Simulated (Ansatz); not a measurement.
XAg6 (charge +1): gap (eV) at several levels, gas phase, relaxed structures; Ansatz. Clusters are the lowest isomers that short searches found in that spin, judged at the geometry's level. Core potentials for Ag, Sb in the def2 sets, no spin–orbit coupling. HOMO and LUMO are taken over both spins. The structures are stationary points that may keep the symmetry of their start. Remarks come from the PBE and PBE0 runs and from stability tests at other levels; not every state was tested.

| species | state | geometry | PBE-D4/def2-TZVP | r2SCAN-D4/def2-TZVP | PBE0-D4/def2-SVP | PBE0-D4/def2-TZVP | remarks |
| --- | --- | --- | --- | --- | --- | --- | --- |
| MgAg6⁺ | doublet | PBE-D4/def2-SVP | 0.34 | 0.62 | 1.63 | 1.63 | – |
| Ag6Sb⁺ | singlet | r2SCAN-D4/def2-SVP | 0.88 | 1.01 | 2.10 | 2.11 | restricted SCF unstable in HF |
| LiAg6⁺ | singlet | r2SCAN-D4/def2-SVP | 1.93 | 2.08 | 3.15 | 3.14 | – |

(1) Estimate the column for PBE-D4/def2-SVP.

(1) MgAg6⁺ 0.34; Ag6Sb⁺ 0.87; LiAg6⁺ 1.95.

Over the 3 species that have every level, the mean is 1.05 at PBE-D4/def2-SVP, 1.05 at PBE-D4/def2-TZVP, 1.24 at r2SCAN-D4/def2-TZVP, 2.29 at PBE0-D4/def2-SVP, 2.29 at PBE0-D4/def2-TZVP. Orbital gaps grow with the share of exact exchange and aren't one observable across functionals.
